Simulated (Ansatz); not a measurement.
Reaction (redistribution): `C[SiH](N)Br` + `[SiH3]N[SiH](Cl)Cl` → `C[SiH](Cl)Br` + `N[SiH](Cl)N[SiH3]`

Program: Ansatz. Geometries: PBE0-D4/def2-TZVP. ΔE: electronic, gas phase. CCSD(T)/CBS adds triple-zeta CCSD(T) − MP2 to the extrapolated MP2 energy (def2 sets, frozen cores). DFT in def2-TZVPP. B3LYP here is the variant with VWN-RPA as its local correlation; programs differ in this. For Br outer-core shells are correlated without core-valence functions, which leaves a few kJ/mol of doubt a bond. Scalar relativity is left out up to krypton. Each species was taken in one conformer, which may not be the lowest.

```
             level  ΔE (kJ/mol)  difference from CCSD(T)/CBS
          B3LYP-D4         -5.0                          1.2
           ωB97M-V         -5.7                          0.5
            r2SCAN         -5.2                          1.0
             B3LYP         -2.7                          3.5
SCS-MP2/def2-TZVPP         -5.4                          0.8
   CCSD/def2-TZVPP         -5.1                          1.1
CCSD(T)/def2-TZVPP         -5.3                          0.9
    MP2/def2-QZVPP         -6.5                         -0.3
      HF/CBS(def2)         -3.4                          2.8
    CCSD/CBS(def2)         -6.1                          0.1
       CCSD(T)/CBS         -6.2                            0
```

Largest T1 diagnostic among the species: 0.010.
